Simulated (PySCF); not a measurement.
TiI3H, SMILES [I][TiH]([I])[I], multiplicity 1.

Coordinates come from a B3LYP-D3(BJ)/def2-SVP optimisation. The multiplicity is an assumed one; no other spin state was optimised. The structure was generated by enumeration; whether it is a known compound was not checked. The def2 effective core potentials stand for the cores of I; spin–orbit coupling is left out.

Two levels are set side by side: PBE/def2-TZVP (PySCF) and r2SCAN/def2-TZVP (PySCF). Same geometry, gas phase. Differences are taken from unrounded values.

| quantity | r2SCAN |
|---|---|
| orbital gap (eV) | 2.78 |
| highest occupied level (eV) | -7.12 |
| lowest empty level (eV) | -4.34 |
| dipole moment (D) | 0.62 |
| mean polarisability (bohr³) | 144.9 |

### Question
What does PBE give, and how far is it from r2SCAN? (The exact figures need the calculation; the answer reports its results.)

### Answer

```
quantity                       PBE  PBE minus r2SCAN
---------------------------  -----  ----------------
orbital gap (eV)              2.47             -0.31
highest occupied level (eV)  -6.81              0.30
lowest empty level (eV)      -4.35             -0.01
dipole moment (D)             0.71              0.09
mean polarisability (bohr³)  148.9               4.0
```

Rough cost on one machine, each run with all the roots and properties that it gave: r2SCAN against PBE within a factor of 2.
